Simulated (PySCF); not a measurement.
**Spin-rotation constants: `C#C[C@@H]1C=COC1=O`, C6H4O2**

Geometry:
| atom | x (Å) | y (Å) | z (Å) |
| --- | --- | --- | --- |
| C1 | -2.299 | 1.199 | -0.475 |
| C2 | -1.358 | 0.673 | 0.044 |
| C3 | -0.191 | 0.040 | 0.629 |
| C4 | 1.105 | 0.629 | 0.153 |
| C5 | 1.782 | -0.325 | -0.472 |
| O6 | 1.135 | -1.536 | -0.491 |
| C7 | -0.055 | -1.413 | 0.148 |
| O8 | -0.821 | -2.315 | 0.290 |
| H9 | -3.138 | 1.655 | -0.908 |
| H10 | -0.290 | 0.054 | 1.720 |
| H11 | 1.390 | 1.651 | 0.291 |
| H12 | 2.741 | -0.312 | -0.955 |

Method: GIAO HF/pcSseg-1 magnetisability, rotational g tensor and spin-rotation constants, non-relativistic, gas phase (PySCF). Geometry: GFN2-xTB.

(1) Give the nuclear spin-rotation constants along the inertial axes (H = +C I·J) beside the isotropic shieldings.

(2) How do the rotational constants and the g tensor change when H9, H10, H11, H12 are replaced by deuterium?

Answers

(1) Rotational constants 3.4454, 2.0855, 1.4433 GHz. A star marks the isotopologue with that one atom substituted, in its own axes.
```csv
atom,isotope,Caa (kHz),Cbb (kHz),Ccc (kHz),mean (kHz),σ (ppm)
H9,1H,-0.028,-0.243,-0.131,-0.134,29.8
H10,1H,-0.368,-0.231,0.054,-0.181,28.4
H11,1H,-0.326,0.144,-0.167,-0.116,26.4
H12,1H,-0.035,-0.055,-0.124,-0.071,25.1
C1,13C*,0.380,0.641,0.375,0.465,110.5
C2,13C*,0.187,0.712,0.399,0.432,113.6
C3,13C*,0.560,0.283,0.215,0.353,162.4
C4,13C*,0.722,0.958,0.239,0.640,78.1
C5,13C*,0.907,1.077,0.316,0.766,40.3
O6,17O*,-0.627,-0.742,-0.213,-0.527,116.1
C7,13C*,1.683,0.620,0.481,0.928,13.9
O8,17O*,-1.559,-1.322,-0.226,-1.036,-111.5
```
For the geometry as given, no vibrational averaging.

(2) Constants 3.1399, 1.8977, 1.3345 GHz; g -0.0325, -0.0181, -0.0090, against -0.0347, -0.0203, -0.0094 before.
